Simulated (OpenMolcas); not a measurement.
Ag2+ (d9) among equal point charges was computed by CASSCF with the d shell active (OpenMolcas, ANO-RCC-VTZP on the metal). Its lowest spin-free states, and all those of the highest spin:

```
2S+1  Degeneracy  E (cm-1)
   2           1       0.0
   2           1     11480
   2           2     15235
   2           1     20574
```

Is the site octahedral, tetrahedral or cube-like, axial, or of lower symmetry?

The states with 2S+1 = 2 have orbital degeneracies 1, 1, 2, 1. There are pairs but no triples, so the site is axial: not cubic, but with a proper or improper axis of order three or more. The run had Ag2+ among 6 point charges of -1.5 e arranged as a tetragonal octahedron (D4h), 1.82 Å from the ion, with the axial distance 1.565 Å. The active orbitals were held to one l.

This is an electrostatic model: the charges have no orbitals. No measured value stands beside these numbers.
